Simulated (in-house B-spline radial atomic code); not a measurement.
Orbital energies and mean radii along the 27-electron series, configuration [Ar] 3d9. The effective charge is n√(-2ε), a non-relativistic measure. Computed with an all-electron radial atomic-structure program (B-spline basis): non-relativistic Hartree-Fock, average of the configuration, point nuclei.

This level leaves out relativity, spin-orbit splitting included, which matters for heavy ions.

```tsv
ion	Z	energy of 3p (Eh)	mean radius of 3p (bohr)	energy of 3d (Eh)	mean radius of 3d (bohr)	effective charge of 3p
Ru17+	44	-33.287	0.3966	-27.034	0.36668	24.478
Rh18+	45	-36.142	0.38435	-29.66	0.35375	25.506
Pd19+	46	-39.108	0.37282	-32.4	0.34175	26.532
Ag20+	47	-42.188	0.36197	-35.252	0.33056	27.557
Cd21+	48	?	?	?	?	?
In22+	49	?	?	?	?	?
Sn23+	50	-52.098	0.33291	-44.482	0.30112	30.623
Sb24+	51	-55.625	0.32424	-47.784	0.29247	31.643
```

Problem. Fill in the row of Cd21+.

Solution. energy of 3p (Eh): -45.379; mean radius of 3p (bohr): 0.35174; energy of 3d (Eh): -38.216; mean radius of 3d (bohr): 0.3201; effective charge of 3p: 28.58.

Problem. Fill in the row of In22+.

Solution. energy of 3p (Eh): -48.682; mean radius of 3p (bohr): 0.34206; energy of 3d (Eh): -41.293; mean radius of 3d (bohr): 0.31031; effective charge of 3p: 29.602.

Problem. How does the screening of 3p change?

Solution. Z less the effective charge goes from 19.52 at Z = 44 to 19.36 at Z = 51.
